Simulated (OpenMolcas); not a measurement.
Computed transition rates of Cr V

* Program: OpenMolcas 26.06
* Method: SS-CASPT2, IPEA 0.25 Eh, imaginary shift 0.1 Eh (closed shells correlated: 3s 3p)
* Basis: ANO-RCC-VQZP [7s6p4d3f2g1h]
* Scalar Hamiltonian: DKH2, point nucleus
* Active space: 2 electrons in 10 orbitals (3d 4d)
* State averaging: 2S+1 = 3 even, 10 roots; 2S+1 = 1 even, 15 roots
* Spin-orbit coupling: state interaction with AMFI integrals over the reference wave functions, term energies averaged over their components

Rates come from the transition moments of the reference wave functions (E1 and E2 in the length form). At fixed line strength A goes as λ^-3 for E1 and M1 and as λ^-5 for E2, so a rate at the computed wavelength can be rescaled to the measured one. Measured vacuum wavelengths follow from level energies in Sugar and Corliss, J. Phys. Chem. Ref. Data 6, 317 (1977). Branching counts decays inside the model space alone, at computed energies, and the table is only a selection of the E2 and M1 lines, drawn from those between levels with measured partners whose computed energy lies within a factor of 1.5 of the measured one.

```
  Upper    Lower  Type  λ computed (nm)  λ measured (nm)  A computed (s-1)  A rescaled (s-1)  Branching %
3d² ¹S₀  3d² ¹D₂    E2            256.5            263.4          1.97e+01          1.73e+01         93.3
3d² ¹S₀  3d² ³P₁    M1            280.8            281.9          1.13e+00                            5.3
3d² ¹S₀  3d² ³P₂    E2            283.8            284.9          2.29e-01                            1.1
3d² ¹D₂  3d² ³F₃    M1            805.8            788.7          1.03e-01                           63.6
3d² ³P₀  3d² ³F₂    E2            620.7            645.5          9.07e-02          7.46e-02        100.0
3d² ¹G₄  3d² ³F₄    M1            475.5              479          7.42e-02                           59.7
3d² ¹D₂  3d² ³F₂    M1            774.1            758.3          5.86e-02                           36.2
3d² ³P₂  3d² ³F₄    E2            644.7            671.2          5.66e-02          4.63e-02         49.7
3d² ³P₁  3d² ³F₃    E2            633.7            659.3          5.43e-02          4.45e-02         54.5
3d² ¹G₄  3d² ³F₃    M1            461.3            464.9          4.88e-02                           39.2
3d² ³P₂  3d² ¹D₂    M1             2668             3505          3.30e-02                           29.0
3d² ³P₁  3d² ³F₂    E2            613.9            637.9          3.17e-02          2.62e-02         31.8
3d² ³P₂  3d² ³F₃    E2            618.9            643.8          1.81e-02          1.49e-02         15.9
3d² ³P₁  3d² ¹D₂    M1             2967             4018          1.35e-02                           13.5
3d² ³F₄  3d² ³F₃    M1            15460            15790          5.50e-03          5.16e-03        100.0
3d² ³F₃  3d² ³F₂    M1            19670            19680          3.39e-03          3.38e-03        100.0
3d² ³P₂  3d² ³F₂    E2              600            623.4          2.93e-03          2.42e-03          2.6
3d² ³P₂  3d² ³F₃    M1            618.9            643.8          2.17e-03                            1.9
3d² ¹G₄  3d² ¹D₂    E2             1079             1132          1.19e-03          9.36e-04          1.0
3d² ³P₂  3d² ³P₁    M1            26420            27440          7.23e-04          6.45e-04          0.6
```

Spin-changing lines and M1 lines between different terms are not rescaled, since their strength hangs on the term gaps too.

The largest correction is for 3d² ¹G₄ → 3d² ¹D₂ (E2): 1.19e-03 × (1079 / 1132)^5 = 9.36e-04 s-1, a factor of 0.79.

The computed rate and branching of 3d² ³F₃ → 3d² ³F₂ give the upper level a radiative lifetime of 1.000 / 3.39e-03 s-1 = 2.95e+02 s, counting decays inside the model space alone. The rescaled rate gives about 3.0e+02 s.

These are rates of the free ion; in crystals, glasses and complexes forced electric-dipole and non-radiative decay shorten such lifetimes by orders of magnitude. No measured rate stands beside these. Rescaling mends the energy factor alone: line strengths can still be far off where a level mixes with configurations outside the active space, and weak or spin-changing lines hang on small mixing coefficients that depend on the term gaps too, so rescaling need not improve them.

CASPT2 breaks the degeneracy within a term, and the mean is taken; among the terms shown or strongly mixed into the levels shown the widest spread is 930 cm-1 (3d² ³F). Active for correlation alone: 4d; no level in the range computed is led by a configuration that fills it, so any true level of that kind is missing. Computed and measured levels are paired by configuration, term and J; levels that our copy of the source lacks, or whose pairing is in doubt (as where it misses far off the trend of its configuration), stay unpaired. Only configurations of the active space appear.
